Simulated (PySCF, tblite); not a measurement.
Isomers of C5H8ClFO2S, one GFN2-xTB conformer each. Single-point energies are computed at PBE0/pcSseg-1 (PySCF, gas phase, no added dispersion term), electronic only.

Problem. Rank them by PBE0/pcSseg-1 energy, lowest first (kcal/mol).
A. `[CH2:1]=[CH:2][C@@H:3]([CH3:4])[C@H:5]([F:6])[S:7](=[O:8])(=[O:9])[Cl:10]` with C1–C2–C3–C4 120°, C2–C3–C5–F6 168°, C3–C5–S7–O8 47°
B. `[CH2:1]=[CH:2][CH2:3][C@@:4]([CH3:5])([F:6])[S:7](=[O:8])(=[O:9])[Cl:10]` with C1–C2–C3–C4 117°, C2–C3–C4–C5 -54°, C3–C4–S7–O8 -174°

Solution. B (0.0), A (7.6).

GFN2-xTB itself gives, in the same order: 0.0, 5.1. Both levels put the same isomer lowest.

Problem. Which frontier levels, dipoles and rotational constants go with these structures?

Solution. 
```json
{"SMILES": "C=CC[C@@](C)(F)S(=O)(=O)Cl", "HOMO (eV, PBE0/pcSseg-1)": "-8.30", "LUMO (eV)": "-1.53", "dipole (D)": "4.23", "A, B, C (MHz)": "1599, 696.4, 647.7"}
{"SMILES": "C=C[C@@H](C)[C@H](F)S(=O)(=O)Cl", "HOMO (eV, PBE0/pcSseg-1)": "-7.95", "LUMO (eV)": "-1.42", "dipole (D)": "3.71", "A, B, C (MHz)": "1581, 818.0, 624.8"}
```

Problem. What happens when harmonic zero-point energies from GFN2-xTB frequencies are added?

Solution. 
```json
{"SMILES": "C=CC[C@@](C)(F)S(=O)(=O)Cl", "ZPE (kcal/mol)": "79.1", "electronic (kcal/mol)": "0.0", "with ZPE (kcal/mol)": "0.0"}
{"SMILES": "C=C[C@@H](C)[C@H](F)S(=O)(=O)Cl", "ZPE (kcal/mol)": "79.6", "electronic (kcal/mol)": "7.6", "with ZPE (kcal/mol)": "8.0"}
```

The zero-point energies span 0.5 kcal/mol. The order is unchanged.
